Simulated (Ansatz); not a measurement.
Potential energy surface of F2S, singlet: symmetric bend, bond length relaxed. Scanned: F-S-F angle. Other coordinates (S-F bond length) were minimised at B3LYP/def2-TZVP.

Level of theory: CCSD(T) on RHF/aug-cc-pVQZ, frozen core (Ansatz, an electronic-structure program).

Scanned values (°): 180, 167, 157, 147, 137, 127, 117, 107, 97, 87, 80.

**Question.** Locate the minima and the barriers on this grid.

**Answer.** Lower than their neighbours: 97° (0.0 kcal/mol). Higher than their neighbours: 180° (57.4 kcal/mol, end of the scan), 80° (11.7 kcal/mol, end of the scan). The whole profile spans 57.4 kcal/mol.
